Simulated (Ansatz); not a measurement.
A run on `[NH2][SnH2][OH]` with other settings.

```yaml
crystal:
  periodic: [false, false, false]
  atoms:
    - {symbol: N, position_ang: [-1.226049, 0.497588, -0.752173]}
    - {symbol: Sn, position_ang: [0.494041, 0.092967, 0.331866]}
    - {symbol: O, position_ang: [0.278377, -1.700457, 0.903066]}
    - {symbol: H, position_ang: [-1.614827, 1.427126, -0.726158]}
    - {symbol: H, position_ang: [-1.168276, 0.266927, -1.760567]}
    - {symbol: H, position_ang: [0.337737, 1.204038, 1.675406]}
    - {symbol: H, position_ang: [1.896559, 0.232604, -0.581880]}
    - {symbol: H, position_ang: [1.020674, -2.196821, 0.845259]}
basis:
  gaussian: {orbitals: def2-SVPD}
hamiltonian: {xc: {name: B2PLYP}}
```

```sh
$ ansatz run in.yaml --threads 2 --pin off --events-out ev --progress --plain --max-ram 4352MiB
```

It prints (some lines left out):

```
Functional definition: B2PLYP
1236 factors; integrals over basis functions are off by at most 1.3e-3 eV
mean field evaluation 1: about -9423.9073 eV, gradient 6.4e1 eV
mean field evaluation 2: about -9424.0108 eV, gradient 6.4e1 eV
mean field evaluation 4: about -9431.7052 eV, gradient 4.0e0 eV
mean field evaluation 8: about -9431.7502 eV, gradient 3.8e-1 eV
mean field evaluation 16: about -9431.7506 eV, gradient 3.7e-5 eV
mean field -9431.75063079 eV, -346.6104426114 hartree, gradient 7.3e-6 eV, S^2 0.000000; 0 other end points of the search recorded, 0 dependent functions left out
6 core orbitals not correlated: weight in the atoms' cores, before any rotation towards them, 1.000 or more for the frozen orbitals, at most 0.000 for the correlated occupied ones
reference -9431.75080181 eV, -346.6104488962 hartree; 15, 15 occupied and 94, 94 virtual orbitals, 1236 factors
second order -17.38868683 eV of doubles, -0.00000000 eV of singles
Total energy: -9436.44574725 eV, -346.7829849589 hartree
```

It took 3.1 s on 2 threads of an Arm Neoverse V1 on a shared host, with 0.24 GiB of host memory at the peak.
